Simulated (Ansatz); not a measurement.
Z-matrix (Å, degrees):
```
B
F 1 1.3102
Cl 1 1.7390 2 119.22
Cl 1 1.7390 2 119.22 3 180.00
```
Charge 0, spin multiplicity 1.

Calculation: frozen-core CCSD(T)/cc-pVTZ // PBE0-D3(BJ)/def2-TZVP (Ansatz, a program for electronic structure).

The HF energy comes out as -1043.35810 Ha and the MP2 correlation energy is -0.71788 Ha.

**Question.** Estimate the CCSD correlation energy, the (T) correction, the total energy and the T1 diagnostic.

**Answer.** 
| Item | Result |
|---|---|
| CCSD correlation energy | -0.74737 Ha |
| (T) correction | -0.02921 Ha |
| CCSD(T) total energy | -1044.13468 Ha |
| T1 diagnostic | 0.011 |
